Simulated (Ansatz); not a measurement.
Program: Ansatz. Geometries: PBE0-D4/def2-TZVP. ΔE: electronic, gas phase. CBS: MP2 limit from def2 TZ/QZ plus the TZ coupled-cluster correction, frozen cores. This one scheme is used for every species. DFT in def2-TZVPP. B3LYP here is the variant with VWN-RPA as its local correlation; programs differ in this. Each species was taken in one conformer, which may not be the lowest.

`CCSB(O)O` + H₂O → `OB(O)O` + `CCS`  (formal hydrolysis of a B–S bond)

| level | ΔE (kcal/mol) |
| --- | --- |
| PBE-D4 | -12.7 |
| r2SCAN-D4 | -14.6 |
| r2SCAN | -15.0 |
| B3LYP | -17.6 |
| MP2/def2-TZVPP | -13.7 |
| SCS-MP2/def2-TZVPP | -15.3 |
| SCS-MP2/def2-QZVPP | -14.8 |
| CCSD/CBS(def2) | -15.2 |

Question: What does CCSD(T)/CBS give? (Estimate.)

Answer: The calculation gave: -14.0 kcal/mol. The listed levels differ from it by 1.3, -0.6, -1.0, -3.6, 0.3, -1.3, -0.8, -1.2 kcal/mol.

Largest T1 diagnostic among the species: 0.012.

The D4 term adds +2.3 kcal/mol with B3LYP and +1.3 kcal/mol with PBE0; it sums over pairs of atoms, weighted by their polarisabilities, and B3LYP, whose exchange is more repulsive, gets the larger term. In def2-TZVPP, CCSD(T) changes the Hartree–Fock value by +6.3 kcal/mol (the triples alone add +1.2 kcal/mol) and MP2 by +7.6 kcal/mol. From PBE to PBE0 (25 % exact exchange), in def2-TZVPP and without D4, ΔE moves by −1.0 kcal/mol.
